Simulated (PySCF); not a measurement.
**Eu⁵⁶⁺: ionisation energy**

Eu⁵⁶⁺ [He] 2s2 2p3 [2p1/2^2 2p3/2^1, M_J = 3/2] → Eu⁵⁷⁺ [He] 2s2 2p2 [2p1/2^2, M_J = 0], as a difference of total energies. All numbers are calculated (PySCF 2.14, the two-component X2C-1e Hamiltonian, in an uncontracted even-tempered set (17 s from 37 bohr⁻², ratio 2.4; 13 p from 48 bohr⁻², ratio 2.4; 5 d from 160 bohr⁻², ratio 2.6; 4 f from 240 bohr⁻², ratio 2.6)). Correlated levels: nothing frozen; the 32 highest virtual spinors dropped. "Screened" scales the spin-orbit matrix elements by Boettger's factors to mimic the two-electron term; Breit and QED terms are absent.

```tsv
method	ionisation energy (eV)
GHF (spin-free)	11997.8
GMP2 (spin-free)	11997.7
GHF (screened spin-orbit)	11748.0
GMP2 (screened spin-orbit)	11747.9
```

For this ion Breit and QED terms and the two-electron picture change, all absent here, outweigh the correlation shift from GHF to GMP2.

The spin-free rows relax to the high-spin LS determinant and lack the spin-orbit shift.

The labels give the starting determinants; with spin-orbit coupling the two ends relaxed to ⟨J²⟩ = 3.75, ⟨L²⟩ = 2.55, ⟨S²⟩ = 1.48 and ⟨J²⟩ = 0.00, ⟨L²⟩ = 1.33, ⟨S²⟩ = 1.33.

For comparison: 11739 ± 5 eV (theoretical estimate listed by NIST; NIST Atomic Spectra Database, ionization energies).
